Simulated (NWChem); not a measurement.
System: SiPH4, doublet; SMILES P[SiH2]

Parts of the log:

```
             Northwest Computational Chemistry Package (NWChem) 7.3.0
             --------------------------------------------------------

 CS  symmetry detected

                             Geometry "geometry" -> ""
                             -------------------------

 Output coordinates in angstroms (scale by  1.889725989 to convert to a.u.)

  No.       Tag          Charge          X              Y              Z
 ---- ---------------- ---------- -------------- -------------- --------------
    1 Si                  14.0000    -0.05714757     1.15114282     0.00000000
    2 P                   15.0000     0.07896158    -1.11503654     0.00000000
    3 H                    1.0000     0.66332825     1.65953680     1.20747600
    4 H                    1.0000     0.66332825     1.65953680    -1.20747600
    5 H                    1.0000    -0.85550713    -1.35476250     1.04659200
    6 H                    1.0000    -0.85550713    -1.35476250    -1.04659200

 Effective nuclear repulsion energy (a.u.)      81.4437378730

      Symmetry information
      --------------------

 Group name             Cs
 Group number              2
 Group order               2
 No. of unique centers     4

                                 NWChem DFT Module
                                 -----------------

 Summary of "ao basis" -> "ao basis" (spherical)
 ------------------------------------------------------------------------------
       Tag                 Description            Shells   Functions and Types
 ---------------- ------------------------------  ------  ---------------------
 Si                         def2-svp                 8       18   4s3p1d
 P                          def2-svp                 8       18   4s3p1d
 H                          def2-svp                 3        5   2s1p

      Symmetry analysis of basis
      --------------------------

        a'         36
        a"         20

            General Information
            -------------------
          SCF calculation type: DFT
          Wavefunction type:  spin polarized.
          No. of atoms     :     6
          No. of electrons :    33
           Alpha electrons :    17
            Beta electrons :    16
          Charge           :     0
          Spin multiplicity:     2
          Use of symmetry is: on ; symmetry adaption is: on
          Maximum number of iterations: 150
          AO basis - number of functions:    56
                     number of shells:    28
          Convergence on energy requested:  1.00D-06
          Convergence on density requested:  1.00D-05
          Convergence on gradient requested:  5.00D-04

              XC Information
              --------------
                        M06-L Method XC Functional
                         M06-L Exchange Functional  1.000
                       M06-L Correlation Potential  1.000

             Grid Information
             ----------------
          Grid used for XC integration:  coarse
          Radial quadrature: Mura-Knowles
          Angular quadrature: Lebedev.
          Tag              B.-S. Rad. Rad. Pts. Rad. Cut. Ang. Pts.
          ---              ---------- --------- --------- ---------
          Si                  1.10       70           8.0       302
          P                   1.00       70           9.0       302
          H                   0.35       35          10.0       302
          Grid pruning is: on
          Number of quadrature shells:   210
          Spatial weights used:  Erf1

      Superposition of Atomic Density Guess
      -------------------------------------

 Sum of atomic energies:        -631.27332069

      Non-variational initial energy
      ------------------------------

 Total energy =    -631.708420
 1-e energy   =   -1035.836246
 2-e energy   =     322.684088
 HOMO         =      -0.131301
 LUMO         =       0.093968

   Symmetry analysis of molecular orbitals - initial alpha
   -------------------------------------------------------

  Numbering of irreducible representations:

     1 a'          2 a"

  Orbital symmetries:

     1 a'          2 a'          3 a'          4 a'          5 a"
     6 a'          7 a'          8 a"          9 a'         10 a'
    11 a'         12 a'         13 a"         14 a"         15 a'
    16 a'         17 a'         18 a"         19 a'         20 a'
    21 a"         22 a'         23 a'         24 a"         25 a'
    26 a'         27 a"

   Symmetry analysis of molecular orbitals - initial beta
   ------------------------------------------------------

  Numbering of irreducible representations:

     1 a'          2 a"

  Orbital symmetries:

     1 a'          2 a'          3 a'          4 a'          5 a"
     6 a'          7 a'          8 a"          9 a'         10 a'
    11 a'         12 a'         13 a"         14 a"         15 a'
    16 a'         17 a'         18 a"         19 a'         20 a'
    21 a"         22 a'         23 a'         24 a"         25 a'
    26 a'         27 a"

     ---------------------------------------------
      Total Density - Mulliken Population Analysis
     ---------------------------------------------

    Atom       Charge   Shell Charges
 -----------   ------   -------------------------------------------------------
    1 Si  14    13.82   2.00  1.99  1.09  0.38  5.94  1.01  1.32  0.09
    2 P   15    15.15   2.00  1.99  1.16  0.56  5.94  1.39  2.05  0.06
    3 H    1     1.08   0.69  0.37  0.01
    4 H    1     1.08   0.69  0.37  0.01
    5 H    1     0.94   0.64  0.28  0.02
    6 H    1     0.94   0.64  0.28  0.02

     --------------------------------------------
      Spin Density - Mulliken Population Analysis
     --------------------------------------------

    Atom       Charge   Shell Charges
 -----------   ------   -------------------------------------------------------
    1 Si  14     0.74   0.00  0.00  0.06  0.06  0.00  0.19  0.41  0.00
    2 P   15     0.17   0.00  0.00  0.00  0.01  0.00  0.06  0.09  0.00
    3 H    1     0.04   0.02  0.01  0.00
    4 H    1     0.04   0.02  0.01  0.00
    5 H    1     0.01   0.01  0.00  0.00
    6 H    1     0.01   0.01  0.00  0.00

   convergence    iter        energy       DeltaE   RMS-Dens  Diis-err
 ---------------- ----- ----------------- --------- --------- ---------
 d= 0,ls=0.0,diis     1   -632.9842531770 -7.14D+02  5.03D-03  2.94D-02
                                                     8.48D-03  2.63D-02
 d= 0,ls=0.0,diis     2   -632.9942860445 -1.00D-02  2.19D-03  6.44D-03
                                                     6.83D-03  8.63D-03
 d= 0,ls=0.0,diis     3   -632.9933639034  9.22D-04  1.47D-03  4.94D-03
                                                     1.66D-03  4.14D-03
 d= 0,ls=0.0,diis     4   -632.9970581568 -3.69D-03  6.71D-04  1.70D-04
                                                     1.01D-03  2.13D-04
 d= 0,ls=0.0,diis     5   -632.9972295695 -1.71D-04  3.30D-04  1.11D-04
                                                     2.34D-04  8.43D-05
  Resetting Diis
 d= 0,ls=0.0,diis     6   -632.9973130666 -8.35D-05  4.09D-05  2.20D-06
                                                     6.47D-05  2.77D-06
 d= 0,ls=0.0,diis     7   -632.9973146176 -1.55D-06  3.16D-05  5.07D-07
                                                     2.58D-05  4.61D-07
 d= 0,ls=0.0,diis     8   -632.9973146404 -2.28D-08  1.66D-05  5.33D-07
                                                     1.79D-05  5.95D-07
 d= 0,ls=0.0,diis     9   -632.9973150950 -4.55D-07  6.14D-06  2.71D-08
                                                     3.44D-06  1.62D-08

         Total DFT energy =     -632.997315095026
      One electron energy =    -1037.278705939193
           Coulomb energy =      368.438120649863
    Exchange-Corr. energy =      -45.600467678671
 Nuclear repulsion energy =       81.443737872975

 Numeric. integr. density =       33.000061131083

                  Occupations of the irreducible representations
                  ----------------------------------------------

                     irrep           alpha         beta
                     --------     --------     --------
                     a'               13.0         12.0
                     a"                4.0          4.0

                    DFT Final Alpha Molecular Orbital Analysis
                    ------------------------------------------

 Vector   15  Occ=1.000000D+00  E=-3.171535D-01  Symmetry=a'
              MO Center=  4.6D-02, -2.4D-01,  1.1D-14, r^2= 3.0D+00
   Bfn.  Coefficient  Atom+Function         Bfn.  Coefficient  Atom+Function
  ----- ------------  ---------------      ----- ------------  ---------------
    30     -0.248629  2 P  py                 9      0.243056  1 Si py
    27     -0.243692  2 P  py                29     -0.216518  2 P  px
    26     -0.209745  2 P  px                47      0.189165  5 H  s
    52      0.189165  6 H  s                 21     -0.175117  2 P  s
    12      0.167614  1 Si py                22     -0.162625  2 P  s

 Vector   16  Occ=1.000000D+00  E=-2.725491D-01  Symmetry=a'
              MO Center=  8.3D-02, -4.0D-01, -2.8D-15, r^2= 3.2D+00
   Bfn.  Coefficient  Atom+Function         Bfn.  Coefficient  Atom+Function
  ----- ------------  ---------------      ----- ------------  ---------------
    29      0.313450  2 P  px                21      0.254024  2 P  s
    11      0.245879  1 Si px                26      0.240967  2 P  px
    30     -0.239981  2 P  py                 8      0.207304  1 Si px
    22      0.201642  2 P  s                  3     -0.186639  1 Si s
    27     -0.186133  2 P  py                20      0.157511  2 P  s

 Vector   17  Occ=1.000000D+00  E=-1.883911D-01  Symmetry=a'
              MO Center= -2.3D-01,  6.2D-01, -2.6D-14, r^2= 3.8D+00
   Bfn.  Coefficient  Atom+Function         Bfn.  Coefficient  Atom+Function
  ----- ------------  ---------------      ----- ------------  ---------------
    11      0.443258  1 Si px                 8      0.334778  1 Si px
     4     -0.283301  1 Si s                 30      0.247067  2 P  py
     3     -0.229825  1 Si s                 22     -0.217681  2 P  s
    29     -0.211635  2 P  px                12     -0.185817  1 Si py
     5     -0.174183  1 Si px                27      0.170273  2 P  py

 Vector   18  Occ=0.000000D+00  E=-3.244597D-04  Symmetry=a"
              MO Center= -1.2D-01, -4.9D-01, -6.6D-12, r^2= 3.9D+00
   Bfn.  Coefficient  Atom+Function         Bfn.  Coefficient  Atom+Function
  ----- ------------  ---------------      ----- ------------  ---------------
    31      0.797717  2 P  pz                48     -0.660102  5 H  s
    53      0.660102  6 H  s                 13      0.627913  1 Si pz
    38     -0.469823  3 H  s                 43      0.469823  4 H  s
    47     -0.265765  5 H  s                 52      0.265765  6 H  s
    28      0.216996  2 P  pz                37     -0.140159  3 H  s

 Vector   19  Occ=0.000000D+00  E= 3.111122D-03  Symmetry=a'
              MO Center= -5.9D-02,  5.5D-01,  6.7D-12, r^2= 4.4D+00
   Bfn.  Coefficient  Atom+Function         Bfn.  Coefficient  Atom+Function
  ----- ------------  ---------------      ----- ------------  ---------------
    12      1.123952  1 Si py                30      0.891449  2 P  py
    22      0.606585  2 P  s                  4     -0.336310  1 Si s
     9      0.297242  1 Si py                 3     -0.273810  1 Si s
    27      0.233523  2 P  py                21      0.204833  2 P  s
     6     -0.154555  1 Si py                24     -0.139771  2 P  py

 Vector   20  Occ=0.000000D+00  E= 3.737346D-02  Symmetry=a"
              MO Center= -2.1D-01,  4.4D-01, -4.1D-13, r^2= 4.7D+00
   Bfn.  Coefficient  Atom+Function         Bfn.  Coefficient  Atom+Function
  ----- ------------  ---------------      ----- ------------  ---------------
    13      1.273141  1 Si pz                38     -0.867207  3 H  s
    43      0.867207  4 H  s                 31     -0.787073  2 P  pz
    48      0.464435  5 H  s                 53     -0.464435  6 H  s
    10      0.203533  1 Si pz                28     -0.170286  2 P  pz
    17      0.165715  1 Si d  1              37     -0.137227  3 H  s

                     DFT Final Beta Molecular Orbital Analysis
                     -----------------------------------------

 Vector   14  Occ=1.000000D+00  E=-3.189933D-01  Symmetry=a"
              MO Center=  3.5D-01,  1.2D+00, -2.7D-14, r^2= 2.9D+00
   Bfn.  Coefficient  Atom+Function         Bfn.  Coefficient  Atom+Function
  ----- ------------  ---------------      ----- ------------  ---------------
    37      0.325283  3 H  s                 42     -0.325283  4 H  s
    10      0.271318  1 Si pz                13      0.212646  1 Si pz
    38      0.167142  3 H  s                 43     -0.167142  4 H  s
     7     -0.156485  1 Si pz                47     -0.118243  5 H  s
    52      0.118243  6 H  s                 28     -0.090987  2 P  pz

 Vector   15  Occ=1.000000D+00  E=-3.120757D-01  Symmetry=a'
              MO Center=  6.5D-02, -2.1D-01,  1.8D-14, r^2= 3.1D+00
   Bfn.  Coefficient  Atom+Function         Bfn.  Coefficient  Atom+Function
  ----- ------------  ---------------      ----- ------------  ---------------
    30      0.251085  2 P  py                27      0.241300  2 P  py
     9     -0.227064  1 Si py                29      0.211993  2 P  px
    26      0.206037  2 P  px                47     -0.188732  5 H  s
    52     -0.188732  6 H  s                 22      0.178479  2 P  s
    21      0.174880  2 P  s                 12     -0.154363  1 Si py

 Vector   16  Occ=1.000000D+00  E=-2.563971D-01  Symmetry=a'
              MO Center=  1.6D-01, -7.5D-01, -1.6D-14, r^2= 2.7D+00
   Bfn.  Coefficient  Atom+Function         Bfn.  Coefficient  Atom+Function
  ----- ------------  ---------------      ----- ------------  ---------------
    29      0.355286  2 P  px                21      0.270811  2 P  s
    26      0.262850  2 P  px                30     -0.261402  2 P  py
    22      0.260038  2 P  s                 27     -0.204571  2 P  py
    20      0.173212  2 P  s                 11      0.170636  1 Si px
    23     -0.151375  2 P  px                 3     -0.147833  1 Si s

 Vector   17  Occ=0.000000D+00  E=-1.278313D-01  Symmetry=a'
              MO Center= -3.7D-01,  9.1D-01,  2.1D-13, r^2= 3.5D+00
   Bfn.  Coefficient  Atom+Function         Bfn.  Coefficient  Atom+Function
  ----- ------------  ---------------      ----- ------------  ---------------
    11      0.518035  1 Si px                 4     -0.469145  1 Si s
     8      0.278038  1 Si px                30      0.252350  2 P  py
     3     -0.207998  1 Si s                 12     -0.184296  1 Si py
    22     -0.164681  2 P  s                  5     -0.163690  1 Si px
     2     -0.149204  1 Si s                 27      0.148487  2 P  py

[...]

                         DFT ENERGY GRADIENTS

    atom               coordinates                        gradient
                 x          y          z           x          y          z
   1 Si     -0.107993   2.175345   0.000000    0.000705   0.005021   0.000000
   2 P       0.149216  -2.107114   0.000000   -0.001493  -0.003993   0.000000
   3 H       1.253509   3.136070   2.281799   -0.000088   0.000284  -0.000740
   4 H       1.253509   3.136070  -2.281799   -0.000088   0.000284   0.000740
   5 H      -1.616674  -2.560130   1.977772    0.000482  -0.000798  -0.000185
   6 H      -1.616674  -2.560130  -1.977772    0.000482  -0.000798   0.000185
```

Level: M06-L/def2-SVP, spin-unrestricted. In the optimisation the excess spin sits in a' (Cs, its own frame). Structure relaxed at the B3LYP/6-31G* (spherical d), spin-unrestricted level. No stability test was run on the SCF state.

Which NWChem input produces such a log?

One answer among several that fit: the input that was run:
```
start job
memory heap 200 mb stack 900 mb global 1100 mb
geometry units angstroms noautoz
  Si    -0.080018    -1.166048     0.000000
  P      0.070770     1.099202     0.000000
  H      0.637149    -1.679099     1.207476
  H      0.637149    -1.679099    -1.207476
  H     -0.862126     1.344977     1.046592
  H     -0.862126     1.344977    -1.046592
end
basis spherical
  Si library def2-svp
  P library def2-svp
  H library def2-svp
end
dft
  odft
  mult 2
  xc m06-l
  grid coarse
  iterations 150
  mulliken
end
task dft gradient
```
